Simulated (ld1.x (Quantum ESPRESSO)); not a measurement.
# Pseudopotential generation for aluminium: ultrasoft, PBE, non-relativistic.

ld1.x (Quantum ESPRESSO) 7.5 input, shortened:

```
&input
   title='Al', zed=13., rel=0, dft='PBE', iswitch=3,
   config='[Ne] 3s2 3p1 3d-2'
 /
 &inputp
   pseudotype=3, tm=.true., lloc=-1, rcloc=1.80,
   nlcc=.true.,
   which_augfun='PSQ', rmatch_augfun_nc=.true.
 /
6
3S  1  0   2.00   0.00  1.30  1.75  0.0
3S  1  0   0.00   0.10  1.30  1.75  0.0
3P  2  1   1.00   0.00  1.95  2.70  0.0
3P  2  1   0.00   0.60  1.95  2.70  0.0
3D  3  2  -2.00  -0.05  2.25  2.95  0.0
3D  3  2  -2.00   2.35  2.25  2.95  0.0
 &test
   configts(1)='3s2 3p1'
 /
```

Poles of the logarithmic derivatives, all-electron (AE) and pseudo (PS). s: poles at -0.0, 4.4 (AE) and -0.0, 3.6, 4.9 (PS) Ry. p: poles at 0.6, 4.9 (AE) and 0.6, 4.6 (PS) Ry. d: poles at 1.5 (AE) and 1.5, 4.8 (PS) Ry. Test radius 3.21 bohr.

* Cutoffs needed: 10 Ry and 12 Ry (the cutoffs (Ry, on a coarse ladder) from which the occupation-weighted sum of valence levels, in a spherical-Bessel basis at the reference potential, stays within 10 and 1 mRy of its value at 400 Ry)
* Ghost test: no extra level below or beside the all-electron valence levels (s, p, d, f tested) (spherical-Bessel basis up to 400 Ry, 20 bohr box)
* Largest excitation error: +15 meV (all-electron minus pseudo) for 3s0 3p3, out of 7 test configurations
* Lowest eigenvalue of the overlap operator: 0.52 (s channel)
* Density cutoff estimated by the generator: 132 Ry
